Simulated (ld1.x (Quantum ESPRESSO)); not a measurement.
**K (Z = 19): variants of one PAW potential**

Base potential:

ld1.x (Quantum ESPRESSO) 7.5 input, shortened:

```
&input
   title='K', zed=19., rel=1, dft='REVPBE', iswitch=3,
   config='[Ar] 3d-2 4s0.5 4p0.5'
 /
 &inputp
   pseudotype=3, lpaw=.true., tm=.true., lloc=-2, rcloc=1.90,
   nlcc=.true., rcore=1.75,
   which_augfun='PSQ', rmatch_augfun_nc=.true.
 /
6
3S  1  0   2.00   0.00  1.80  2.05  0.0
4S  2  0   0.50   0.00  1.80  2.05  0.0
3P  2  1   6.00   0.00  2.10  2.50  0.0
4P  3  1   0.50   0.00  2.10  2.50  0.0
3D  3  2  -2.00   0.05  1.75  2.30  0.0
3D  3  2  -2.00   1.30  1.75  2.30  0.0
 &test
   configts(1)='3s2 3p6 4s0.5 4p0.5'
 /
```

All-electron outer shells of the reference configuration (revPBE, scalar-relativistic, ld1.x):

| shell | level (eV) | outermost node (bohr) | outermost maximum (bohr) |
| --- | --- | --- | --- |
| 2p | -280.85 | – | 0.26 |
| 3s | -36.15 | 0.48 | 1.08 |
| 3p | -19.58 | 0.45 | 1.15 |
| 4s | -2.62 | 1.58 | 4.23 |
| 4p | -1.12 | 1.87 | 5.86 |

Cutoffs, loose and tight: the cutoffs (Ry, on a coarse ladder) from which the occupation-weighted sum of valence levels, in a spherical-Bessel basis at the reference potential, stays within 10 and 1 mRy of its value at 400 Ry. They do not see the model core or the augmentation charge, which bear on the density cutoff. Test errors are all-electron minus pseudo excitation energies from the reference, over the configurations 3s2 3p6 4s1 4p0; 3s2 3p6 4s0 4p0; 3s2 3p6 4s0.5 4p0; 3s2 3p6 4s0 4p1; 3s1 3p6 4s1 4p0; 3s2 3p5 4s1 4p0. A dash means not determined; rows that change the core or the reference have their own tests. The largest error is taken over the tests solved by every variant that gives reliable tests at all: 3s2 3p6 4s0 4p0; 3s2 3p6 4s0 4p1; 3s2 3p6 4s0.5 4p0; 3s2 3p6 4s1 4p0.

| change | outcome | cutoff, loose | cutoff, tight | bound ghosts | largest test error (meV) |
| --- | --- | --- | --- | --- | --- |
| base | generated | 15 Ry | 25 Ry | none | -0.1 |
| all radii but the core radius scaled by about 0.74 (s 1.52, p 1.86, d 1.72 bohr, rcut 1.34/1.56/1.30); local potential all-electron potential smoothed inside 1.42 bohr (lloc = -2) | generated | 21 Ry | 35 Ry | none | -0.1 |
| all radii but the core radius scaled by about 0.83 (s 1.70, p 2.06, d 1.90 bohr, rcut 1.48/1.74/1.44); local potential all-electron potential smoothed inside 1.56 bohr (lloc = -2) | generated | 18 Ry | 30 Ry | none | -0.1 |
| all radii but the core radius scaled by about 0.92 (s 1.88, p 2.30, d 2.10 bohr, rcut 1.64/1.92/1.60); local potential all-electron potential smoothed inside 1.74 bohr (lloc = -2) | generated | 15 Ry | 25 Ry | none | -0.1 |
| all radii but the core radius scaled by about 1.11 (s 2.28, p 2.78, d 2.56 bohr, rcut 2.00/2.34/1.94); local potential all-electron potential smoothed inside 2.10 bohr (lloc = -2) | generated | 12 Ry | 18 Ry | none | -0.1 |
| all radii but the core radius scaled by about 1.19 (s 2.44, p 2.98, d 2.74 bohr, rcut 2.14/2.50/2.08); local potential all-electron potential smoothed inside 2.26 bohr (lloc = -2) | generated | 12 Ry | 18 Ry | none | -0.1 |
| all radii but the core radius scaled by about 1.28 (s 2.62, p 3.20, d 2.94 bohr, rcut 2.30/2.70/2.24); local potential all-electron potential smoothed inside 2.44 bohr (lloc = -2) | generated | 10 Ry | 15 Ry | none | +0.2 |
| all radii but the core radius scaled by about 1.36 (s 2.80, p 3.40, d 3.14 bohr, rcut 2.46/2.86/2.38); local potential all-electron potential smoothed inside 2.58 bohr (lloc = -2) | generated | 10 Ry | 12 Ry | none | +0.5 |

Reading the sweep of the scale of all radii but the core radius (base = 1) (base included, trends over the rows without a ghost): The loose cutoff falls from 21 Ry at 0.74 to 10 Ry at 1.36. A larger radius leaves more room for a smooth pseudo-wave, so fewer plane waves are needed; a smaller one forces it to follow the all-electron wave where it bends sharply.
